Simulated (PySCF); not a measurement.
Simulated Si 2p region for `NC(=O)[SiH3]`, binding energy against the vacuum level.

Every computed line was given a Gaussian of 0.8 eV full width at half maximum and an area set by the number of equivalent atoms (split 2:1 within a doublet); the highest printed point is 100. Theory: delta-SCF UKS SCAN, pcX-2 on the ionised atom, pcseg-1 elsewhere, spin-free X2C (PySCF).

binding energy (eV), intensity and a bar:
```
    105.9          0 
    106.0          1 
    106.1          1 
    106.2          3 #
    106.3          6 ##
    106.4         11 ###
    106.5         20 ######
    106.6         32 ##########
    106.7         47 ##############
    106.8         64 ###################
    106.9         80 ########################
    107.0         92 ############################
    107.1         99 ##############################
    107.2        100 ##############################
    107.3         96 #############################
    107.4         89 ###########################
    107.5         81 ########################
    107.6         72 ######################
    107.7         63 ###################
    107.8         54 ################
    107.9         44 #############
    108.0         34 ##########
    108.1         25 #######
    108.2         17 #####
    108.3         10 ###
    108.4          6 ##
    108.5          3 #
    108.6          2 
    108.7          1 
    108.8          0 
    108.9          0
```

Count the maxima, the lines and the sites behind this envelope.

The curve has 1 maximum (at 107.2 eV). Under it lie 2 lines from 1 inequivalent silicon site, drawn as a 2p3/2, 2p1/2 pair. At this width some lines have no maximum of their own.

Decompose the envelope and assign each component. Numbering: `[NH2:1][C:2](=[O:3])[SiH3:4]`.

| position (eV) | relative area | line | atoms | environment |
| --- | --- | --- | --- | --- |
| 107.09 | 0.67 | Si 2p3/2 | Si4 | SiH3 silicon |
| 107.71 | 0.33 | Si 2p1/2 | Si4 | SiH3 silicon |

What are the centre and the root-mean-square width of the whole band?

The area-weighted mean of the lines is 107.30 eV. Their own spread about it is 0.29 eV (rms) and each Gaussian has σ = 0.8/2.355 = 0.34 eV; the variances add, which gives 0.45 eV.

The curve has no shake-up lines and no vibrational structure. For 2p shells one spin-free hole was relaxed; a mean-field spin–orbit operator and the ground-state splitting of the three 2p orbitals were then diagonalised within the shell. The shell's mean is (2 × 2p3/2 + 2p1/2)/3, and the degeneracies 2j + 1 give areas of 2:1. 2p1/2 minus 2p3/2 (ligand field included): Si 0.62 eV. Isolated species at its PBE0-D3(BJ)/def2-SVP geometry, gas phase.

Shape of the structure used: `[NH2:1][C:2](=[O:3])[SiH3:4]`: H–N1–C2–O3 180°, H–N1–C2–O3 0°.
